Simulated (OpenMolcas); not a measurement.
Mn III: effect of the basis set

- Program: OpenMolcas
- Method: MS-CASPT2, IPEA 0.25 Eh, imaginary shift 0.1 Eh (closed shells correlated: 3s 3p)
- Active space: 5 electrons in 10 orbitals (3d 4d)
- State averaging: 2S+1 = 6 even, 1 root; 2S+1 = 4 even, 24 roots; 2S+1 = 2 even, 58 roots
- Spin-orbit coupling: state interaction with AMFI integrals over the reference wave functions, term energies averaged over their components

A. ANO-RCC-VTZP [6s5p3d2f1g], DKH2, point nucleus; CASPT2 step roughly 13 core-minutes
B. ANO-R2 [7s4p4d2f1g], X2C, finite nucleus; CASPT2 step about 24 core-minutes
C. ANO-RCC-VQZP [7s6p4d3f2g1h], DKH2, point nucleus; CASPT2 step of the order of 30 core-minutes

Energies in cm-1 above 3d5 6S 5/2, the measured ground level; measured values from Corliss and Sugar, J. Phys. Chem. Ref. Data 6, 1253 (1977).

```json
{"Level": "3d5 6S 5/2", "A": "0.0", "B": "0.0", "C": "0.0", "Measured": "0.0"}
{"Level": "3d5 4G 5/2", "A": "28240", "B": "28220", "C": "27650", "Measured": ""}
{"Level": "3d5 4G 7/2", "A": "28270", "B": "28240", "C": "27680", "Measured": ""}
{"Level": "3d5 4G 9/2", "A": "28300", "B": "28270", "C": "27710", "Measured": ""}
{"Level": "3d5 4G 11/2", "A": "28310", "B": "28280", "C": "27720", "Measured": ""}
{"Level": "3d5 4P 5/2", "A": "31030", "B": "30980", "C": "30440", "Measured": "29168"}
{"Level": "3d5 4P 3/2", "A": "31060", "B": "31010", "C": "30480", "Measured": ""}
{"Level": "3d5 4P 1/2", "A": "31100", "B": "31050", "C": "30510", "Measured": ""}
{"Level": "3d5 4D 7/2", "A": "33900", "B": "33870", "C": "33330", "Measured": "32307"}
{"Level": "3d5 4D 1/2", "A": "33910", "B": "33880", "C": "33340", "Measured": "32369"}
{"Level": "3d5 4D 3/2", "A": "33950", "B": "33920", "C": "33380", "Measured": ""}
{"Level": "3d5 4D 5/2", "A": "33970", "B": "33940", "C": "33400", "Measured": "32384"}
{"Level": "3d5 2I 11/2", "A": "41350", "B": "41310", "C": "40430", "Measured": "39174"}
{"Level": "3d5 2I 13/2", "A": "41410", "B": "41370", "C": "40490", "Measured": "39176"}
{"Level": "3d5 2D 5/2(1)", "A": "43850", "B": "43770", "C": "42980", "Measured": "41238"}
{"Level": "3d5 2D 3/2(1)", "A": "44160", "B": "44070", "C": "43310", "Measured": "41570"}
{"Level": "3d5 2F 7/2(1)", "A": "45320", "B": "45270", "C": "44430", "Measured": "42606"}
{"Level": "3d5 4F 7/2", "A": "45850", "B": "45770", "C": "45110", "Measured": "43602"}
{"Level": "3d5 4F 9/2", "A": "45850", "B": "45770", "C": "45110", "Measured": "43573"}
{"Level": "3d5 4F 3/2", "A": "45900", "B": "45830", "C": "45160", "Measured": "43675"}
{"Level": "3d5 2H 9/2", "A": "49280", "B": "49200", "C": "48290", "Measured": "46516"}
{"Level": "3d5 2H 11/2", "A": "49500", "B": "49420", "C": "48500", "Measured": "46671"}
{"Level": "3d5 2G 7/2", "A": "50350", "B": "50270", "C": "49420", "Measured": "47842"}
{"Level": "3d5 2G 9/2", "A": "50550", "B": "50470", "C": "49620", "Measured": "48005"}
```

Deviations, from unrounded energies. A percentage is the sum of absolute deviations over the sum of measured energies, with the sign that they share, or ± where signs differ.

| Against measurement | Levels | A | B | C |
| --- | --- | --- | --- | --- |
| mean absolute deviation (cm-1) | 16 | 2300 | 2200 | 1500 |
| other terms of the ground configuration (%) | 16 | +5.6 | +5.4 | +3.6 |

C lies closest to measurement on these levels and A furthest from it. The largest miss of C in the table is 3d5 2H 11/2, by +1800 cm-1. The ranking rests on the paired levels alone, and a cruder setting can come out closer through cancelling errors.

Among A to C the level of the table that moves most is 3d5 2H 11/2, by 1000 cm-1 (lowest in C, highest in A). Moves below CASPT2's spread within the term are not significant.

CASPT2 breaks the degeneracy within a term, and the mean is taken; among the terms shown or strongly mixed into the levels shown the widest spread is 740 cm-1 (3d5 2I, C). Active for correlation alone: 4d; no level in the range computed is led by a configuration that fills it, so any true level of that kind is missing. Computed and measured levels are paired by configuration, term and J; levels that our copy of the source lacks, or whose pairing is in doubt (as where it misses far off the trend of its configuration), stay unpaired and out of the deviations. Levels of configurations outside the active space are missing. The table leaves out levels that lie high or whose names do not pair safely across all columns.

A number in round brackets counts repeated terms of one configuration in the order of the reference energies.
